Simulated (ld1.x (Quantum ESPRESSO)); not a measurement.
**Cutoff test, H, TM**

H (Z = 1), norm-conserving Troullier–Martins (Kleinman–Bylander form), made with ld1.x (Quantum ESPRESSO) 7.5 (BP86, non-relativistic). Core none, reference 1s0.5 (charge +0.5). Waves: 1s (bound): rc 1.10 bohr. Local part: all-electron potential smoothed inside 0.85 bohr (lloc = -1). Core correction: none.

The pseudo-atom Hamiltonian at the reference potential is diagonalised in spherical Bessel functions j_l(qr) that vanish at 20 bohr, with q² up to the cutoff. All-electron valence levels (Ry): 1s -0.9429.

**Question.** How do the lowest levels (Ry) of each channel move with the cutoff, and are there ghosts?

**Answer.**

```tsv
cutoff (Ry)	s #1	s #2	p #1	d #1	f #1	f #2	Σ f·Δε (mRy)
8	-0.8657	-0.1308	-0.1242	-0.0134	0.0422	0.1619	38.6
12	-0.8996	-0.1341	-0.1244	-0.0134	0.0422	0.1619	21.6
18	-0.9233	-0.1363	-0.1245	-0.0134	0.0422	0.1619	9.8
30	-0.9377	-0.1377	-0.1245	-0.0134	0.0422	0.1619	2.6
40	-0.9417	-0.1380	-0.1245	-0.0134	0.0422	0.1619	0.6
50	-0.9426	-0.1381	-0.1245	-0.0134	0.0422	0.1619	0.1
400	-0.9429	-0.1381	-0.1245	-0.0134	0.0422	0.1619	0.0
```

Result: no extra level below or beside the all-electron valence levels (s, p, d, f tested); 10 mRy is reached at 18 Ry and 1 mRy at 40 Ry.
